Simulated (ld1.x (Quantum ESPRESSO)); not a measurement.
# u(r) = r·R(r): atom against pseudo-atom (tin)

Columns: radius, all-electron u(r) and pseudo u(r) of the 4p shell (level -89.70 eV) of tin in the configuration [Ar] 3d10 4s2 4p6 4d10 5s2 5p2; PBE, scalar-relativistic, PAW scheme, ld1.x (Quantum ESPRESSO) 7.5.

```
r (bohr)  all-electron  pseudo
   0.088        0.3594  0.0281
   0.175       -0.4077  0.1080
   0.262       -0.6670  0.2306
   0.350       -0.3358  0.3841
   0.438        0.1980  0.5501
   0.525        0.6711  0.7090
   0.612        0.9977  0.8463
   0.700        1.1730  0.9504
   0.788        1.2230  1.0110
   0.875        1.1874  1.0254
   0.962        1.1010  0.9973
   1.050        0.9875  0.9328
   1.138        0.8651  0.8427
   1.225        0.7463  0.7401
   1.312        0.6355  0.6350
   1.400        0.5347  0.5349
   1.487        0.4473  0.4473
   1.575        0.3710  0.3710
   1.662        0.3069  0.3069
   1.750        0.2522  0.2522
   1.838        0.2066  0.2066
   1.925        0.1691  0.1691
   2.012        0.1381  0.1381
   2.100        0.1123  0.1123
   2.188        0.0911  0.0911
   2.275        0.0740  0.0740
```

Task: How many radial nodes do the two functions have?

Result: The all-electron 4p function has n − l − 1 = 2; the pseudo-wave has 0, since the states of the same l below it are removed with the core.

Task: At about which radius was the pseudo-wave matched?

Result: 1.50 bohr. The columns agree to 0.0005 from 1.31 bohr on; several derivatives are matched, so the curves merge somewhat inside the radius.

Task: Is the pseudo-wave norm-conserving?

Result: No, it belongs to a PAW set: the norm inside the radius is not constrained, and the difference is carried by the augmentation charge.
